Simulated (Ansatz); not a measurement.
Born–Oppenheimer molecular dynamics of BrCl₂H₄HfNO (10 atoms, charge 0, multiplicity 1). It starts at the highest image of a converged band. Of that band: Neighbouring images differ by up to 1.3 eV, so the band resolves the path poorly. A vibrational analysis at the climbing image gives one clearly imaginary mode, 1094i cm⁻¹: a first-order saddle point.

Level of theory: Ansatz, RHF/def2-SVP.

- ensemble: NVE (velocity Verlet)
- time step: 0.5 fs
- steps asked: 200
- starting velocities drawn for: 300 K
- seed: 9277

First frame:

```xyz
10
Properties=species:S:1:pos:R:3
Hf 0.041 0.138 -0.023
O -0.197 0.262 2.015
H -0.571 -0.236 2.728
N 1.930 -0.015 -0.711
H 2.281 -0.784 -1.257
H 2.662 0.662 -0.582
Cl -1.409 1.510 -1.338
Cl -0.736 -2.081 -0.383
Br 1.190 2.667 1.490
H 0.438 1.459 2.167
```

Question: How far do the bonds stretch over the last three quarters of this one trajectory? (Pairs bonded in most of those frames.)

Answer: 
```json
{"bond": "Hf1–O2", "mean (Å)": "2.318", "spread (Å)": "0.084", "shortest": "2.20", "longest": "2.44"}
{"bond": "Hf1–N4", "mean (Å)": "2.004", "spread (Å)": "0.017", "shortest": "1.98", "longest": "2.04"}
{"bond": "Hf1–Cl7", "mean (Å)": "2.387", "spread (Å)": "0.033", "shortest": "2.33", "longest": "2.42"}
{"bond": "Hf1–Cl8", "mean (Å)": "2.410", "spread (Å)": "0.050", "shortest": "2.34", "longest": "2.48"}
{"bond": "Hf1–Br9", "mean (Å)": "2.869", "spread (Å)": "0.245", "shortest": "2.39", "longest": "3.17"}
{"bond": "O2–H3", "mean (Å)": "0.952", "spread (Å)": "0.021", "shortest": "0.90", "longest": "1.01"}
{"bond": "O2–H10", "mean (Å)": "0.983", "spread (Å)": "0.090", "shortest": "0.85", "longest": "1.12"}
{"bond": "N4–H5", "mean (Å)": "1.005", "spread (Å)": "0.016", "shortest": "0.98", "longest": "1.03"}
{"bond": "N4–H6", "mean (Å)": "1.008", "spread (Å)": "0.009", "shortest": "0.99", "longest": "1.02"}
```

Mean temperature of the second half: 1021 K. The conserved energy stayed within 1.2 meV per atom of its start (net change -0.13 meV per atom), so the integration is sound. The kinetic energy rose, since the run started high on the potential surface and went downhill. A run of 0.1 ps of so small a system gives no equilibrium averages. The orbitals stay closed-shell, which can raise the energy where a bond breaks towards radicals; this wasn't checked here.

Run time: 11 min on 4 threads of Intel(R) Xeon(R) Platinum 8259CL CPU @ 2.50GHz (Skylake/Cascade Lake), with other jobs on the host, peak memory 0.5 GiB.
